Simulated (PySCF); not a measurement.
Species: C5H4F4O2.
Structure used (PBE0-D3(BJ)/def2-SVP), in Å, numbered top down from 1:
```
atom  x, y, z in Å
F1     2.952    0.554    1.468
C2     3.140   -0.130    0.334
C3     2.179   -0.456   -0.535
O4     0.854   -0.217   -0.529
C5     0.247    0.419    0.504
C6    -1.043    0.741    0.407
F7    -1.683    1.321    1.419
O8    -1.794    0.578   -0.693
C9    -2.862   -0.291   -0.589
F10   -2.420   -1.553   -0.554
F11   -3.589   -0.123   -1.684
H12    4.178   -0.416    0.160
H13    2.473   -1.014   -1.425
H14    0.817    0.667    1.397
H15   -3.471   -0.099    0.310
```

All values: PBE0/pcSseg-1 and wB97X-D/def2-SVPD (PySCF, non-relativistic), on one gas-phase PBE0-D3(BJ)/def2-SVP geometry that isn't relaxed in the solvent. The solvent is an IEF-PCM continuum (Bondi radii, 1.10 Å for H, scaled by 1.2). Specific hydrogen bonds and non-electrostatic terms are outside this model.

Gas phase at PBE0/pcSseg-1: HOMO -6.51 eV, LUMO 0.00 eV, dipole 1.56 D.

What does the continuum do to the energy, the frontier levels and the dipole at PBE0/pcSseg-1 in chloroform?

```
   solvent      ε  E(solvent) − E(gas) (kJ/mol)  polarisation term (kJ/mol)  distortion of the solute (kJ/mol)  HOMO (eV)  LUMO (eV)  dipole (D)
chloroform  4.711                        -16.93                      -18.36                               1.43      -6.42       0.11        1.83
```

Polarisation term: ½ Σ q·V over the induced surface charges. Distortion: the rise of the solute's own energy as its density leaves the gas-phase optimum.

Which radius a makes the point-dipole formula ΔE = −[(ε − 1)/(2ε + 1)]·μ²/a³ give the value in chloroform, with the gas-phase dipole?

μ = 0.616 au and |ΔE| = 0.00645 Eh give a = 1.46 Å; the farthest nucleus lies 4.20 Å from the centroid of the nuclei, so such a sphere wouldn't even hold the nuclei. The formula assumes a rigid point dipole at the centre of a sphere.

Give the dipole vector in the frame of the coordinates (D, pointing from negative to positive charge), gas and chloroform.

Gas (1.32, -0.55, 0.63), solvent (1.52, -0.63, 0.79). Its length changes by +17 % and its direction by 2°.

Which Mulliken charges (PBE0/pcSseg-1) respond most in chloroform (means over atoms taken as equivalent)?

```csv
atoms,environment,gas (e),solvent (e),change
H15,methine hydrogen,+0.100,+0.124,+0.024
H12,vinylic hydrogen,+0.123,+0.142,+0.019
H13,vinylic hydrogen,+0.136,+0.152,+0.016
O8,ether oxygen,-0.440,-0.452,-0.012
O4,ether oxygen,-0.415,-0.427,-0.012
C3,vinylic carbon bearing oxygen,+0.074,+0.065,-0.009
```

Which Mayer bond orders change most in chloroform?

```tsv
bond	length (Å)	gas	solvent	change
C3–O4	1.346	1.020	1.008	-0.012
C2–C3	1.336	1.820	1.831	+0.011
C9–F11	1.325	1.043	1.034	-0.009
C9–F10	1.338	1.006	0.998	-0.008
C6–O8	1.342	1.026	1.019	-0.007
F1–C2	1.338	0.932	0.925	-0.007
C2–H12	1.091	0.959	0.954	-0.005
C3–H13	1.091	0.960	0.955	-0.005
```

Gas phase at wB97X-D/def2-SVPD: HOMO -8.45 eV, LUMO 1.67 eV, dipole 1.59 D.

What does the continuum do to the energy, the frontier levels and the dipole at wB97X-D/def2-SVPD in chloroform?

```
   solvent      ε  E(solvent) − E(gas) (kJ/mol)  polarisation term (kJ/mol)  distortion of the solute (kJ/mol)  HOMO (eV)  LUMO (eV)  dipole (D)
chloroform  4.711                        -16.33                      -17.94                               1.61      -8.34       1.80        1.87
```

How does the static polarisability (wB97X-D/def2-SVPD, frozen core, with the continuum's full static response) change?

| medium | isotropic (au) | principal values (au) | ⟨r²⟩ of the electrons (bohr²) |
| --- | --- | --- | --- |
| gas | 76.5 | 52.8, 68.0, 108.8 | 2283.8 |
| chloroform | 90.4 | 63.5, 81.3, 126.5 | 2282.9 |

The isotropic value in chloroform is 1.18 times the gas-phase one; no cavity-field correction is applied. ⟨r²⟩ is taken about the centre of nuclear charge.

wB97X-D is run here without its empirical dispersion term; that term would change no orbital, density or response property at a fixed geometry.
